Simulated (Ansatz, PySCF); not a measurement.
CH₈FNSi₂, SMILES N(C)([SiH2]F)[SiH3]. Atoms are numbered in the order given.

```xyz
13

Si     1.7779    -0.7897     0.2283
N      0.3088     0.1715     0.2861
C      0.4668     1.5776     0.6860
Si    -1.2310    -0.3678    -0.2776
F     -1.5156     0.0737    -1.8239
H      2.4299    -0.7909     1.5719
H      1.4112    -2.1742    -0.1713
H      2.7603    -0.2272    -0.7469
H     -0.5107     2.0317     0.9145
H      0.9415     2.1878    -0.1033
H      1.0857     1.6634     1.5961
H     -2.2939     0.2838     0.5291
H     -1.2698    -1.8479    -0.2364
```

Coordinates come from a B3LYP-D3(BJ)/def2-SVP optimisation. This is a generated structure with no PubChem entry under its InChIKey; it may be hypothetical. Other conformers were not sampled.

Two levels are set side by side: PBE-D3(BJ)/def2-SVP (Ansatz, a first-principles code) and B3LYP-D3(BJ)/def2-SVP (Ansatz). Each level has its own optimised geometry; the coordinates shown are those of the second. Frequencies come from the Hessian of PySCF at each geometry. Differences are taken from unrounded values.

```json
[
 {"quantity": "mean bond length (Å)", "B3LYP-D3(BJ)": "1.445"},
 {"quantity": "bond Si1–N2 (Å)", "B3LYP-D3(BJ)": "1.757"},
 {"quantity": "bond N2–C3 (Å)", "B3LYP-D3(BJ)": "1.470"},
 {"quantity": "bond N2–Si4 (Å)", "B3LYP-D3(BJ)": "1.726"},
 {"quantity": "bond Si4–F5 (Å)", "B3LYP-D3(BJ)": "1.633"},
 {"quantity": "bond Si1–H6 (Å)", "B3LYP-D3(BJ)": "1.493"},
 {"quantity": "bond Si1–H7 (Å)", "B3LYP-D3(BJ)": "1.487"},
 {"quantity": "bond Si1–H8 (Å)", "B3LYP-D3(BJ)": "1.494"},
 {"quantity": "bond C3–H9 (Å)", "B3LYP-D3(BJ)": "1.102"},
 {"quantity": "bond C3–H10 (Å)", "B3LYP-D3(BJ)": "1.105"},
 {"quantity": "bond C3–H11 (Å)", "B3LYP-D3(BJ)": "1.104"},
 {"quantity": "bond Si4–H12 (Å)", "B3LYP-D3(BJ)": "1.485"},
 {"quantity": "bond Si4–H13 (Å)", "B3LYP-D3(BJ)": "1.481"},
 {"quantity": "highest harmonic wavenumber (cm⁻¹)", "B3LYP-D3(BJ)": "3096"},
 {"quantity": "mean harmonic wavenumber (cm⁻¹)", "B3LYP-D3(BJ)": "1200"},
 {"quantity": "zero-point energy (kcal/mol)", "B3LYP-D3(BJ)": "56.63"}
]
```

### Question
What does PBE-D3(BJ) give, and how far is it from B3LYP-D3(BJ)? (Estimate from the structure and the level; the computed values follow.)

### Answer

| quantity | PBE-D3(BJ) | PBE-D3(BJ) minus B3LYP-D3(BJ) |
|---|---|---|
| mean bond length (Å) | 1.455 | 0.010 |
| bond Si1–N2 (Å) | 1.766 | 0.010 |
| bond N2–C3 (Å) | 1.470 | 0.000 |
| bond N2–Si4 (Å) | 1.737 | 0.010 |
| bond Si4–F5 (Å) | 1.645 | 0.012 |
| bond Si1–H6 (Å) | 1.507 | 0.014 |
| bond Si1–H7 (Å) | 1.500 | 0.013 |
| bond Si1–H8 (Å) | 1.508 | 0.014 |
| bond C3–H9 (Å) | 1.110 | 0.008 |
| bond C3–H10 (Å) | 1.113 | 0.008 |
| bond C3–H11 (Å) | 1.112 | 0.008 |
| bond Si4–H12 (Å) | 1.499 | 0.014 |
| bond Si4–H13 (Å) | 1.495 | 0.014 |
| highest harmonic wavenumber (cm⁻¹) | 3035 | -62 |
| mean harmonic wavenumber (cm⁻¹) | 1163 | -37 |
| zero-point energy (kcal/mol) | 54.88 | -1.75 |

GGA bonds tend to be longer and softer than those of functionals with exact exchange. Differences between two approximate levels are no errors against the true value.
